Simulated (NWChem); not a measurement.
# C3H7N; SMILES NCC=C

```xyz
11

C      0.0220     1.8531    -0.2341
C      0.2806     0.6824     0.3493
C     -0.5244    -0.5673     0.1682
N      0.3349    -1.6872    -0.1676
H     -0.8266     1.9771    -0.9155
H      0.6426     2.7343    -0.0506
H      1.1452     0.5798     1.0167
H     -1.0163    -0.8021     1.1304
H     -1.3448    -0.3663    -0.5541
H      0.7353    -1.5569    -1.0947
H     -0.1972    -2.5536    -0.1967
```
Atoms are numbered in this order, from 1.

Computed with NWChem. Structure relaxed at the PBE0/def2-SVP level. Level: PBE0/def2-SVP with SMD (1 M gas to 1 M solution), gas-phase geometry.

Problem. What does the run give for solvent water? Quantities: solvation free energy (kcal/mol); cavity-dispersion-structure term (kcal/mol); dipole in solution (D).

Solution. 
```
Item                                         Result
-------------------------------------------  ------
solvation free energy (kcal/mol)               -2.9
cavity-dispersion-structure term (kcal/mol)     2.2
dipole in solution (D)                         1.70
```
